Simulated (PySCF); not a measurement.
C$_{4}$H$_{5}$, doublet (typed; the unrestricted solution is spin-contaminated), at a GFN2-xTB geometry; MP2/6-31G* (PySCF).

The PySCF input:
```python
from pyscf import gto, scf, mp

mol = gto.Mole()
mol.atom = '''
    C     0.600860    1.813513    0.015565
    C     0.616104    0.514451    0.003281
    C    -0.565259   -0.355802   -0.001915
    C    -0.487699   -1.678902   -0.014584
    H    -0.112541    2.604878    0.024841
    H     1.560762   -0.020559   -0.004168
    H    -1.522082    0.147586    0.005267
    H     0.459133   -2.193767   -0.021848
    H    -1.369306   -2.297694   -0.018172
'''
mol.basis = '6-31g*'
mol.charge = 0
mol.spin = 1
mol.verbose = 4
mol.build()

mf = scf.UHF(mol)
mf.kernel()

pt = mp.MP2(mf, frozen=4)
pt.kernel()
print('E(MP2) = %.10f' % pt.e_tot)
```

### Question
Predict the main parts of the log of this PySCF run.

### Answer

```
PySCF version 2.14.0

[INPUT] verbose = 4
[INPUT] num. atoms = 9
[INPUT] num. electrons = 29
[INPUT] charge = 0
[INPUT] spin (= nelec alpha-beta = 2S) = 1
[INPUT] symmetry False subgroup None
[INPUT] Mole.unit = angstrom
[INPUT] Symbol           X                Y                Z      unit          X                Y                Z       unit  Magmom
[INPUT]  1 C      0.600860000000   1.813513000000   0.015565000000 AA    1.135460839206   3.427042893338   0.029413587129 Bohr   0.0
[INPUT]  2 C      0.616104000000   0.514451000000   0.003281000000 AA    1.164267824249   0.972171494509   0.006200191415 Bohr   0.0
[INPUT]  3 C     -0.565259000000  -0.355802000000  -0.001915000000 AA   -1.068184699446  -0.672368334572  -0.003618825529 Bohr   0.0
[INPUT]  4 C     -0.487699000000  -1.678902000000  -0.014584000000 AA   -0.921617541224  -3.172664969985  -0.027559765801 Bohr   0.0
[INPUT]  5 H     -0.112541000000   2.604878000000   0.024841000000 AA   -0.212671667785   4.922506007905   0.046942686660 Bohr   0.0
[INPUT]  6 H      1.560762000000  -0.020559000000  -0.004168000000 AA    2.949412725628  -0.038850879395  -0.007876378487 Bohr   0.0
[INPUT]  7 H     -1.522082000000   0.147586000000   0.005267000000 AA   -2.876318119130   0.278897119820   0.009953187498 Bohr   0.0
[INPUT]  8 H      0.459133000000  -2.193767000000  -0.021848000000 AA    0.867635624750  -4.145618811109  -0.041286736369 Bohr   0.0
[INPUT]  9 H     -1.369306000000  -2.297694000000  -0.018172000000 AA   -2.587613320724  -4.342012378056  -0.034340103136 Bohr   0.0

nuclear repulsion = 97.4332303335125
number of shells = 34
number of NR pGTOs = 128
number of NR cGTOs = 66
basis = 6-31g*
ecp = {}

******** <class 'pyscf.scf.uhf.UHF'> ********
method = UHF
initial guess = minao
damping factor = 0
level_shift factor = 0
DIIS = <class 'pyscf.scf.diis.CDIIS'>
diis_start_cycle = 1
diis_space = 8
diis_damp = 0
SCF conv_tol = 1e-09
SCF conv_tol_grad = None
SCF max_cycles = 50
direct_scf = True
direct_scf_tol = 1e-13
number electrons alpha = 15  beta = 14
Set gradient conv threshold to 3.16228e-05
init E= -154.955821896517

cycle= 1 E= -154.204259817546  delta_E= 0.752  |g|= 0.25  |ddm|= 1.92
cycle= 2 E= -154.260339365803  delta_E= -0.0561  |g|= 0.0831  |ddm|= 0.406
cycle= 3 E= -154.26834555595  delta_E= -0.00801  |g|= 0.0364  |ddm|= 0.176
cycle= 4 E= -154.269837494179  delta_E= -0.00149  |g|= 0.0191  |ddm|= 0.0513
cycle= 5 E= -154.270815076527  delta_E= -0.000978  |g|= 0.0151  |ddm|= 0.0404
cycle= 6 E= -154.271687300296  delta_E= -0.000872  |g|= 0.0142  |ddm|= 0.0358
cycle= 7 E= -154.272598553188  delta_E= -0.000911  |g|= 0.014  |ddm|= 0.037
cycle= 8 E= -154.27357146176  delta_E= -0.000973  |g|= 0.0139  |ddm|= 0.0397
cycle= 9 E= -154.274947631499  delta_E= -0.00138  |g|= 0.0135  |ddm|= 0.0575
cycle= 10 E= -154.27645956046  delta_E= -0.00151  |g|= 0.0127  |ddm|= 0.0673
cycle= 11 E= -154.279691361134  delta_E= -0.00323  |g|= 0.00501  |ddm|= 0.227
cycle= 12 E= -154.279572845753  delta_E= 0.000119  |g|= 0.00628  |ddm|= 0.0756
cycle= 13 E= -154.27899888478  delta_E= 0.000574  |g|= 0.00806  |ddm|= 0.155
cycle= 14 E= -154.279758517644  delta_E= -0.00076  |g|= 0.00177  |ddm|= 0.09
cycle= 15 E= -154.279779078637  delta_E= -2.06e-05  |g|= 0.000999  |ddm|= 0.0289
cycle= 16 E= -154.279786676427  delta_E= -7.6e-06  |g|= 0.000166  |ddm|= 0.0104
cycle= 17 E= -154.279786808536  delta_E= -1.32e-07  |g|= 4.77e-05  |ddm|= 0.00117
cycle= 18 E= -154.279786810186  delta_E= -1.65e-09  |g|= 3.08e-05  |ddm|= 0.000198
cycle= 19 E= -154.279786815607  delta_E= -5.42e-09  |g|= 1.4e-05  |ddm|= 0.000403
cycle= 20 E= -154.279786816502  delta_E= -8.94e-10  |g|= 6.34e-06  |ddm|= 0.000192
Extra cycle  E= -154.279786816601  delta_E= -9.92e-11  |g|= 5.13e-06  |ddm|= 1.05e-05
converged SCF energy = -154.279786816601  <S^2> = 1.2446007  2S+1 = 2.4450773

******** <class 'pyscf.mp.ump2.UMP2'> ********
nocc = (np.int64(11), np.int64(10)), nmo = (62, 62)
frozen orbitals 4
E(UMP2) = -154.719970325164  E_corr = -0.440183508563086
E(SCS-UMP2) = -154.712034850746  E_corr = -0.432248034145093
E_corr(same-spin) = -0.110737126304551
E_corr(oppo-spin) = -0.329446382258536
E(MP2) = -154.7199703252
```
